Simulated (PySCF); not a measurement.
C2H5BBrF. Atoms are numbered in the order given.

```xyz
10

B      0.2954    -0.4638     0.0000
F      1.5933    -0.7577     0.0000
Br    -0.1610     1.4193     0.0000
C     -0.8117    -1.5738     0.0000
C     -0.3080    -3.0218     0.0000
H     -1.4743    -1.3735    -0.8732
H     -1.4743    -1.3735     0.8732
H      0.3162    -3.2353     0.8910
H      0.3162    -3.2353    -0.8910
H     -1.1470    -3.7460     0.0000
```

The structure is a stationary point at PBE-D3(BJ)/def2-SVP. This is a generated structure with no PubChem entry under its InChIKey; it may be hypothetical. Other conformers were not sampled.

Method: CAM-B3LYP/def2-TZVP in PySCF.

Atomic charges (e):

```
atom    IAO  Mulliken
----  -----  --------
B1     0.46      0.26
F2    -0.30     -0.21
Br3   -0.08     -0.10
C4    -0.43     -0.26
C5    -0.39     -0.34
H6     0.16      0.14
H7     0.16      0.14
H8     0.14      0.12
H9     0.14      0.12
H10    0.14      0.13
```

Computed Mayer and Wiberg (Löwdin basis) orders of the bonds:
```json
[
 {"bond": "B1–F2", "Mayer": "1.24", "Wiberg": "2.09"},
 {"bond": "B1–Br3", "Mayer": "1.30", "Wiberg": "2.01"},
 {"bond": "B1–C4", "Mayer": "1.05", "Wiberg": "1.28"},
 {"bond": "C4–C5", "Mayer": "0.94", "Wiberg": "1.26"},
 {"bond": "C4–H6", "Mayer": "0.94", "Wiberg": "0.79"},
 {"bond": "C4–H7", "Mayer": "0.94", "Wiberg": "0.79"},
 {"bond": "C5–H8", "Mayer": "0.97", "Wiberg": "0.90"},
 {"bond": "C5–H9", "Mayer": "0.97", "Wiberg": "0.90"},
 {"bond": "C5–H10", "Mayer": "0.98", "Wiberg": "0.91"}
]
```
